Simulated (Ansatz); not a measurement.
`C[CH](C)[GeH]` + `[OH][AlH][Cl]` → `CC(C)[O][AlH][Cl]` + `[GeH2]` at 600 K and 1 bar (substitution at a C–Ge bond).

Program: Ansatz. Geometries: PBE0-D4/def2-TZVP. ΔE: electronic, gas phase. CBS: MP2 limit from def2 TZ/QZ plus the TZ coupled-cluster correction, frozen cores. This one scheme is used for every species. For Ge outer-core shells are correlated without core-valence functions, which leaves a few kJ/mol of doubt a bond. Scalar relativity is left out up to krypton. Each species was taken in one conformer, which may not be the lowest.

| species | CCSD(T)/CBS energy (Eh) | H − E (kJ/mol) | S (J/(mol·K)) |
| --- | --- | --- | --- |
| `C[CH](C)[GeH]` | -2195.04052 | 318.2 | 429.4 |
| `[OH][AlH][Cl]` | -778.29577 | 96.1 | 342.8 |
| `CC(C)[O][AlH][Cl]` | -896.06689 | 356.7 | 510.3 |
| `[GeH2]` | -2077.24753 | 50.4 | 247.2 |

H − E and S are ideal-gas, rigid-rotor, harmonic terms from PBE0-D4/def2-TZVP, for one conformer and one mirror image of each species. 1 Eh = 2625.50 kJ/mol, R = 8.31446 J/(mol·K).

Problem. By hand: ΔE, ΔH, ΔS and ΔG.

Solution. ΔE = (-896.06689) + (-2077.24753) − (-2195.04052) − (-778.29577) = 0.02187 Eh = 57.4 kJ/mol. Δ(H − E) = 356.7 + 50.4 − 318.2 − 96.1 = -7.2, so ΔH = 50.2 kJ/mol. ΔS = 510.3 + 247.2 − 429.4 − 342.8 = -14.7 J/(mol·K). ΔG = 50.2 − 600 × (-14.7)/1000 = 59.0 kJ/mol.

Problem. By hand: the equilibrium constant, and the temperature at which ΔG would vanish if ΔH and ΔS stayed fixed.

Solution. log₁₀ K = −ΔG/(RT ln 10) = -5.1. ΔH and −TΔS have one sign here, so there is no such temperature.

The number of gas molecules stays the same, so ΔS is small and ΔH decides. A doubt of 5 kJ/mol in ΔE shifts log₁₀ K by 0.4 here. Other conformers and mirror images would add mixing entropy, several J/(mol·K) or more a flexible species. Modes under 60 cm⁻¹, often nearly free rotors, make the harmonic entropy too high. These are equilibria of isolated gas molecules and say nothing of rates. Largest T1 diagnostic: 0.012 (customary marks: 0.02 for closed shells, 0.045 for open ones).
